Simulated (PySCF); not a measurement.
C₅H₁₀Se, SMILES CC(C)/C=C\[SeH], singlet, GFN2-xTB optimised geometry.

```
16

C      1.39    -0.67     0.00
C     -0.14    -0.67     0.00
C     -0.68    -1.43     1.21
C     -0.64     0.74     0.00
C     -1.08     1.44    -1.03
Se    -1.24     0.93    -2.86
H      1.77    -0.18     0.89
H      1.77    -1.69    -0.01
H      1.77    -0.15    -0.88
H     -0.49    -1.18    -0.91
H     -0.34    -2.46     1.20
H     -1.77    -1.42     1.21
H     -0.34    -0.97     2.13
H     -0.61     1.23     0.96
H     -1.42     2.46    -0.91
H     -0.68    -0.39    -2.72
```

Density from PBE/def2-TZVP run with PySCF at that geometry.

Minimum of the electron density along straight lines between bonded atoms, close to the bond critical point (lines longer than 1.1 times the sum of covalent radii, or with two minima, are not listed):

| bond | length / Å | ρ at the minimum / e bohr⁻³ | ∇²ρ there / e bohr⁻⁵ | position (fraction from the first atom) |
|---|---|---|---|---|
| C1–C2 | 1.531 | 0.239 | -0.56 | 0.50 |
| C2–C3 | 1.528 | 0.242 | -0.57 | 0.50 |
| C2–C4 | 1.497 | 0.259 | -0.65 | 0.49 |
| C4–C5 | 1.325 | 0.349 | -1.02 | 0.49 |
| C5–Se6 | 1.900 | 0.160 | -0.17 | 0.49 |
| C1–H7 | 1.088 | 0.277 | -0.93 | 0.64 |
| C1–H8 | 1.088 | 0.277 | -0.93 | 0.64 |
| C1–H9 | 1.088 | 0.278 | -0.93 | 0.64 |
| C2–H10 | 1.098 | 0.275 | -0.91 | 0.64 |
| C3–H11 | 1.088 | 0.277 | -0.93 | 0.64 |
| C3–H12 | 1.088 | 0.278 | -0.93 | 0.64 |
| C3–H13 | 1.088 | 0.277 | -0.93 | 0.64 |
| C4–H14 | 1.083 | 0.281 | -0.96 | 0.64 |
| C5–H15 | 1.082 | 0.283 | -0.98 | 0.65 |
| Se6–H16 | 1.444 | 0.184 | -0.33 | 0.63 |
